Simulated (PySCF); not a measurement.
Vertical excitations of a molecule C2H7InO from TDDFT-PBE0/def2-SVPD (PySCF), as energy in eV (oscillator strength): 5.36 (0.000), 5.90 (0.004), 5.93 (0.065), 6.01 (0.036), 6.16 (0.190), 6.58 (0.135), 7.07 (0.023), 7.38 (0.008), 7.59 (0.029), 7.64 (0.020). Lowest triplet (TDA): 5.11 eV. Coordinates come from a PBE0-D3(BJ)/def2-SVP optimisation. The def2 effective core potentials stand for the cores of In; spin–orbit coupling is left out. Other conformers were not sampled.

Which structure fits?
A) CC[O][InH2]
B) C[CH2][InH][OH]
C) C[O][InH][CH3]
D) [CH3][In]([CH3])[OH]

D, [CH3][In]([CH3])[OH]
